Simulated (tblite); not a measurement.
Run record: molecular-dynamics run, `C[C@H]1CC[SiH2]C1`.

Computed with GFN2-xTB (tblite), gas phase: Langevin dynamics at 300 K from the optimised GFN2-xTB geometry, time step 0.5 fs, friction 0.01 fs⁻¹, 2000 steps. The command runs a driver script over a list of jobs; the input below is this job's line of settings and its coordinates in Å. «temperature» is in K, «steps» counts time steps and «every» is the stride of the printed frames; «frames» go on to single points.

Command:
```bash
OMP_NUM_THREADS=1 python probes_run.py task.json out
```

Input:
```
{"job": {"kind": "md", "xc": "GFN2-xTB", "basis": "xTB", "temperature": 300, "steps": 2000, "every": 50, "frames": 5}, "charge": 0, "multiplicity": 1}
C      2.134531    -0.414669    -0.307158
C      0.631346    -0.219935    -0.468583
C     -0.168690    -1.050111     0.537077
C     -1.649729    -0.693932     0.390757
Si    -1.656972     1.184315     0.066876
C      0.214638     1.244361    -0.281491
H      2.449238    -0.123933     0.693791
H      2.406732    -1.457195    -0.461700
H      2.678783     0.192859    -1.027566
H      0.342453    -0.536472    -1.477494
H      0.169336    -0.797420     1.545126
H      0.002167    -2.118556     0.386784
H     -2.073607    -1.232759    -0.457796
H     -2.211849    -1.001841     1.270547
H     -2.042474     1.974426     1.240210
H     -2.481006     1.556349    -1.086833
H      0.495413     1.841149    -1.147762
H      0.750931     1.659682     0.573556
```

Output:
```
t/fs     T/K      E/eV
    0.0   254.5   -504.85467
   25.0   175.2   -504.40707
   50.0   183.0   -504.47684
   75.0   161.4   -504.35697
  100.0   236.7   -504.50284
  125.0   278.1   -504.42904
  150.0   309.3   -504.34621
  175.0   331.5   -504.44281
  200.0   242.2   -504.21545
  225.0   257.2   -504.28646
  250.0   295.6   -504.36672
  275.0   254.3   -504.25276
  300.0   301.8   -504.33214
  325.0   397.0   -504.45835
  350.0   349.7   -504.40067
  375.0   205.8   -504.42796
  400.0   206.6   -504.37355
  425.0   215.9   -504.50208
  450.0   282.8   -504.43115
  475.0   251.4   -504.25389
  500.0   254.2   -504.04238
  525.0   324.7   -504.33278
  550.0   230.0   -504.22705
  575.0   229.1   -504.23150
  600.0   257.3   -504.38484
  625.0   243.7   -504.22306
  650.0   289.2   -504.33842
  675.0   232.2   -504.19363
  700.0   320.1   -504.25595
  725.0   275.2   -504.28466
  750.0   274.8   -504.31043
  775.0   229.2   -504.16309
  800.0   325.1   -504.32081
  825.0   300.5   -504.22133
  850.0   363.3   -504.21849
  875.0   333.5   -504.08958
  900.0   362.6   -504.07868
  925.0   270.2   -504.14397
  950.0   278.7   -504.24523
  975.0   231.3   -504.27138
 1000.0   261.2   -504.43486
```

E is the potential energy; T comes from the kinetic energy over all 3N coordinates.

Sum up the printed frames.

41 frames over 1000 fs. T runs from 161 K (75 fs) to 397 K (325 fs), with a mean of 270 K over all frames and 280 K from 500 fs on. E starts at -504.855 eV, peaks 0.812 eV above that at 500 fs, and averages 0.616 eV above it from 500 fs on.

Give the last frame.

0.13 Å rms from the start after alignment:
```
atom  x, y, z in Å  |  force x, y, z in eV/Å
C1      1.958   -2.115   -0.062   -0.241  -1.013   1.048
C2      1.013   -0.963   -0.349   -0.460  -0.498   1.180
C3     -0.446   -1.406    0.058    0.931   2.242   1.228
C4     -1.343   -0.168   -0.120    0.141   0.708   0.574
Si5    -0.221    1.337    0.491   -0.796  -0.334  -0.601
C6      1.376    0.291    0.492   -0.381   0.142  -0.805
H7      2.129   -2.263    1.047   -0.432   0.103  -1.125
H8      1.558   -3.046   -0.496   -0.026   0.228   0.374
H9      2.924   -2.021   -0.495    0.836   0.505  -0.391
H10     1.089   -0.723   -1.420   -0.351   0.028   0.305
H11    -0.468   -1.639    1.162    0.284   0.104  -0.988
H12    -0.777   -2.259   -0.449   -0.420  -1.099  -0.947
H13    -1.618    0.072   -1.140    0.309  -0.359  -0.498
H14    -2.325   -0.293    0.356    0.411   0.031   0.299
H15    -0.466    1.848    1.838   -0.093  -0.025   0.137
H16    -0.455    2.478   -0.437    0.272  -0.316   0.160
H17     2.296    0.721    0.082   -0.255   0.124   0.157
H18     1.539    0.101    1.551    0.270  -0.569  -0.105
```

How long does this job take on Arm Neoverse V1, one thread, no GPU, on a shared host? And the peak memory of the process?

About 12 s, with 0.18 GiB resident at the peak, the Python interpreter and its libraries included.
